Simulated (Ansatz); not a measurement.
```yaml
crystal:
  periodic: [false, false, false]
  atoms:
    - {symbol: C, position_ang: [-2.836624, 2.806342, 4.193670]}
    - {symbol: B, position_ang: [-1.081763, 0.337754, 2.875907]}
    - {symbol: O, position_ang: [0.489940, 0.757800, 0.516553]}
    - {symbol: Si, position_ang: [2.543843, -1.373131, -1.369225]}
    - {symbol: C, position_ang: [1.162786, -1.567039, -5.043227]}
    - {symbol: H, position_ang: [-2.660023, 4.793937, 3.029856]}
    - {symbol: H, position_ang: [-2.171918, 3.163621, 6.387817]}
    - {symbol: H, position_ang: [-5.074661, 2.210864, 4.327983]}
    - {symbol: H, position_ang: [-1.091463, -1.993301, 3.929651]}
    - {symbol: H, position_ang: [2.607651, -4.221676, -0.026242]}
    - {symbol: H, position_ang: [5.436680, -0.141953, -1.330190]}
    - {symbol: H, position_ang: [-0.958655, -2.485618, -5.084461]}
    - {symbol: H, position_ang: [2.543206, -2.886222, -6.350731]}
    - {symbol: H, position_ang: [1.063483, 0.536824, -5.996403]}
basis:
  gaussian: {orbitals: STO-3G, point_charges: [{charge: 2.00, position_ang: [6.050, -0.516, 0.623]}]}
total_charge: -1
magnetization: {spin_polarized: true, initial_magnetization: 1}
hamiltonian: {xc: {name: PBE}, dispersion: d4}
scf: {lower_state_search: light}
```

```sh
$ ansatz run in.yaml --threads 4 --pin off --events-out ev --progress --plain --max-ram 10444MiB
```

Shortened log:

```
Functional definition: PBE
451 factors; integrals over basis functions are off by at most 7.3e-5 eV
mean field evaluation 1: about -12518.6837 eV, gradient 5.5e1 eV
mean field evaluation 2: about -12293.8481 eV, gradient 3.6e1 eV
mean field evaluation 4: about -12421.2623 eV, gradient 6.0e1 eV
mean field evaluation 8: about -12594.9377 eV, gradient 1.9e1 eV
mean field evaluation 16: about -12602.5562 eV, gradient 3.9e-1 eV
mean field evaluation 32: about -12602.5961 eV, gradient 8.5e-5 eV
mean field -12602.60940161 eV, -463.1373531539 hartree, gradient 2.9e-6 eV, S^2 6.516315; 22 other end points of the search recorded, 0 dependent functions left out
reference -12602.60945787 eV, -463.1373552212 hartree; 25, 24 occupied and 13, 14 virtual orbitals, 451 factors
Total energy: -12602.81959369 eV, -463.1450775701 hartree
```

Something in this input is off. What?

The coordinates are in bohr but typed as ångström. Self-consistency was reached. The result belongs to that input, not to the molecule as meant.
